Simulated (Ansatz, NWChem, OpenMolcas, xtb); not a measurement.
Ligand exchange: BrCl + C2H3Cl2F → CH3Cl + CBrCl2F

Species: BrCl (bromine chloride), singlet; C2H3Cl2F (1,1-dichloro-1-fluoroethane) `CC(F)(Cl)Cl`, singlet; CH3Cl (chloromethane) `CCl`, singlet; CBrCl2F (bromodichlorofluoromethane) `FC(Cl)(Cl)Br`, singlet. The partners trade Br for CH3: Cl–Br and C–CH3 bonds give way to Cl–CH3 and C–Br.

Shapes, held fixed at every level: PBE0-D4/def2-TZVP; BrCl at the measured bond length. Programs: Ansatz 0.2.0, NWChem 7.3.0, OpenMolcas 26.06, xtb 6.7.1. Electronic energies: no zero-point or thermal term.

```
                             level            kind  ΔE (kJ/mol)
                          GFN1-xTB  semi-empirical        +24.3
                         HF/STO-3G    Hartree–Fock        +28.5
                          HF/3-21G    Hartree–Fock        +21.1
                       HF/def2-SVP    Hartree–Fock        +19.8
B3LYP/6-31G* (spherical functions)   global hybrid         +4.8
                     PBE0/def2-SVP   global hybrid         +6.2
```

PBE0/def2-SVP gives ΔE = +6.2 kJ/mol; the levels span +4.8 to +28.5. The median of the levels is +20.4. No measured value is set beside it here. Relativity is left out for Br unless named. Rows in sets without polarisation functions are far from converged.
